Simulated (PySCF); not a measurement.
**Orbital picture of SiNi⁻**

B2PLYP at R = 2.210 Å; Si def2-TZVPPD, Ni def2-TZVPPD; no relativity (PySCF 2.14). State: ⁴Δ (quartet), unpaired electrons π ↑↑, δ ↑. Only the outer orbitals are listed, counted within each symmetry.

```json
{"spin": "α", "orbital": "1δ", "occ.": "1", "ε (eV)": "-6.61", "on Si (%)": "0", "main shells (%)": "100 Ni d"}
{"spin": "α", "orbital": "1δ", "occ.": "1", "ε (eV)": "-5.33", "on Si (%)": "0", "main shells (%)": "100 Ni d"}
{"spin": "α", "orbital": "4π", "occ.": "1", "ε (eV)": "-5.03", "on Si (%)": "3", "main shells (%)": "97 Ni d"}
{"spin": "α", "orbital": "4π", "occ.": "1", "ε (eV)": "-5.03", "on Si (%)": "3", "main shells (%)": "97 Ni d"}
{"spin": "α", "orbital": "10σ", "occ.": "1", "ε (eV)": "-4.37", "on Si (%)": "11", "main shells (%)": "88 Ni d"}
{"spin": "α", "orbital": "11σ", "occ.": "1", "ε (eV)": "-1.13", "on Si (%)": "35", "main shells (%)": "64 Ni s, 34 Si p"}
{"spin": "α", "orbital": "5π", "occ.": "1", "ε (eV)": "-0.47", "on Si (%)": "82", "main shells (%)": "83 Si p, 15 Ni p"}
{"spin": "α", "orbital": "5π", "occ.": "1", "ε (eV)": "-0.47", "on Si (%)": "82", "main shells (%)": "83 Si p, 15 Ni p"}
{"spin": "α", "orbital": "12σ", "occ.": "0", "ε (eV)": "3.39", "on Si (%)": "58", "main shells (%)": "84 Ni p, 55 Si s"}
{"spin": "α", "orbital": "6π", "occ.": "0", "ε (eV)": "4.81", "on Si (%)": "-2", "main shells (%)": "103 Ni p"}
{"spin": "α", "orbital": "6π", "occ.": "0", "ε (eV)": "4.81", "on Si (%)": "-2", "main shells (%)": "103 Ni p"}
{"spin": "β", "orbital": "9σ", "occ.": "1", "ε (eV)": "-6.68", "on Si (%)": "78", "main shells (%)": "77 Si s, 12 Ni d"}
{"spin": "β", "orbital": "1δ", "occ.": "1", "ε (eV)": "-4.77", "on Si (%)": "0", "main shells (%)": "100 Ni d"}
{"spin": "β", "orbital": "4π", "occ.": "1", "ε (eV)": "-3.67", "on Si (%)": "2", "main shells (%)": "98 Ni d"}
{"spin": "β", "orbital": "4π", "occ.": "1", "ε (eV)": "-3.67", "on Si (%)": "2", "main shells (%)": "98 Ni d"}
{"spin": "β", "orbital": "10σ", "occ.": "1", "ε (eV)": "-2.84", "on Si (%)": "18", "main shells (%)": "80 Ni d, 12 Si s"}
{"spin": "β", "orbital": "11σ", "occ.": "1", "ε (eV)": "-0.59", "on Si (%)": "22", "main shells (%)": "74 Ni s, 21 Si p"}
{"spin": "β", "orbital": "12σ", "occ.": "0", "ε (eV)": "3.50", "on Si (%)": "47", "main shells (%)": "95 Ni p, 51 Si s"}
{"spin": "β", "orbital": "5π", "occ.": "0", "ε (eV)": "3.79", "on Si (%)": "12", "main shells (%)": "87 Ni p, 18 Si p"}
{"spin": "β", "orbital": "5π", "occ.": "0", "ε (eV)": "3.79", "on Si (%)": "12", "main shells (%)": "87 Ni p, 18 Si p"}
```

Which are the highest filled and the lowest empty level, where do they sit, and how wide is the gap?

Highest filled α 5π at -0.47 eV (in %: 83 Si p, 15 Ni p); lowest empty α 12σ at 3.39 eV (in %: 84 Ni p, 55 Si s); the gap at B2PLYP is 3.86 eV. An empty level above zero is unbound, and its energy depends on the basis.

The bond order (Mayer) is 1.31. The ⟨S²⟩ is 3.784, the charge on Si (Mulliken, basis-dependent) is -0.23 and the charge on Si (Löwdin, basis-dependent) is -0.31. The dipole moment (positive dipole points towards Ni; it is taken about the centre of mass and depends on that origin) is 3.92 D.

Shares are Mulliken populations and can fall outside 0 to 100 %.

Correlated steps freeze 10 core orbitals. B2PLYP dipoles, levels and charges come from its SCF part alone. The state is the lowest single determinant that the PBE0 search found; with open d or f shells the true ground state can be another one.
